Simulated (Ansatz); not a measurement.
`FC[O][SnH3]` → C• + F• + 5 H• + O• + Sn•  (atomization)

Computed with Ansatz on PBE0-D4/def2-TZVP structures; ΔE is electronic, products minus reactants. CCSD(T)/CBS is the MP2 limit (def2-TZVPP, def2-QZVPP) plus CCSD(T) − MP2 in def2-TZVPP, frozen cores. This one scheme is used for every species, atoms too. Functionals use def2-TZVPP. B3LYP here is the variant with VWN-RPA as its local correlation; programs differ in this. HSE06 is defined as in plane-wave codes. No spin–orbit coupling; open shells (•) take unrestricted orbitals. Spin–orbit coupling would lower the free atoms: a little for C, F, O; strongly for Sn. def2 core potentials past Kr. Bonds to Sn are less sure, by a few kJ/mol each and by 10 to 20 or more in all where they break to atoms, as the def2 sets lack core-valence functions. One conformer a species, not always the lowest.

```
          level  ΔE (kcal/mol)
      r2SCAN-D4          682.2
        PBE0-D4          675.8
       HSE06-D4          676.0
   CAM-B3LYP-D4          686.4
          B3LYP          673.1
 MP2/def2-TZVPP          673.2
CCSD/def2-TZVPP          656.3
 CCSD/CBS(def2)          675.4
```

(1) What does CCSD(T)/CBS give? (An estimate is asked.)

Largest T1 diagnostic among the species: 0.013.

## Answers

(1) The calculation gave: +686.7 kcal/mol. The listed levels differ from it by -4.5, -10.9, -10.7, -0.3, -13.6, -13.5, -30.4, -11.3 kcal/mol.

In def2-TZVPP, CCSD(T) changes the Hartree–Fock value by +196.0 kcal/mol (the triples alone add +11.3 kcal/mol) and MP2 by +201.6 kcal/mol; breaking electron pairs costs correlation energy, which Hartree–Fock lacks. At CCSD(T), def2-SVP lies −46.5 kcal/mol from the extrapolated value and def2-TZVPP −19.2 kcal/mol: correlation converges slowly with the basis, and small sets miss more of it in the bonded molecule than in its fragments.

For atomizations the MP2-based limit and the directly extrapolated one differ by several kJ/mol either way, and by 10 to 25 for some Ge, Se and Sn compounds, so smaller differences from it don't rank the levels.
